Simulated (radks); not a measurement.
Trend from K2+ to Kr2+: ionisation energy by Delta-SCF between NIST ground configurations, and size. Calculated with a radial shooting solver on a logarithmic mesh with Libxc functionals: Dirac Kohn-Sham, PBE, spin-unpolarised, spherical densities, point nucleus; open shells fill j = l - 1/2 first.

species      configuration  IE (eV)  NIST (eV)       kind  outermost  <r> outermost (bohr)
K2+           [Ne] 3s2 3p5   46.777     45.803  semi-emp.      3p3/2                  1.36
Ca2+                  [Ar]   51.118     50.913       exp.      3p3/2                  1.26
Sc2+              [Ar] 3d1   24.891     24.757       exp.      3d3/2                  1.57
Ti2+              [Ar] 3d2   26.971     27.492       exp.      3d3/2                  1.43
V2+               [Ar] 3d3   28.923     29.311       exp.      3d3/2                  1.32
Cr2+              [Ar] 3d4   30.777      30.96       exp.      3d3/2                  1.23
Mn2+              [Ar] 3d5   32.427      33.67       exp.      3d5/2                  1.15
Fe2+              [Ar] 3d6   34.119      30.65       exp.      3d5/2                  1.08
Co2+              [Ar] 3d7   35.753       33.5  semi-emp.      3d5/2                  1.02
Ni2+              [Ar] 3d8   37.337      35.19       exp.      3d5/2                 0.972
Cu2+              [Ar] 3d9   38.876      36.84       exp.      3d5/2                 0.925
Zn2+             [Ar] 3d10   40.375     39.723       exp.      3d5/2                 0.883
Ga2+         [Ar] 3d10 4s1   31.272     30.726       exp.      4s1/2                  2.08
Ge2+         [Ar] 3d10 4s2   34.791     34.058       exp.      4s1/2                  1.94
As2+     [Ar] 3d10 4s2 4p1   27.976      28.35       exp.      4p1/2                  2.13
Se2+     [Ar] 3d10 4s2 4p2   31.166      31.70       exp.      4p1/2                  1.97
Br2+     [Ar] 3d10 4s2 4p3   33.664      34.87       exp.      4p3/2                  1.87
Kr2+     [Ar] 3d10 4s2 4p4   36.727      35.84       exp.      4p3/2                  1.75

Reference values: NIST Atomic Spectra Database (exp. = measured, semi-emp. = semi-empirical, theory = theoretical value adopted there). Spin polarisation and multiplet splitting are left out, so open shells lie too high by an amount that depends on their filling.

Beside tabulated values, note that spin-unpolarised runs miss the spin-polarisation part of the exchange energy of open shells.
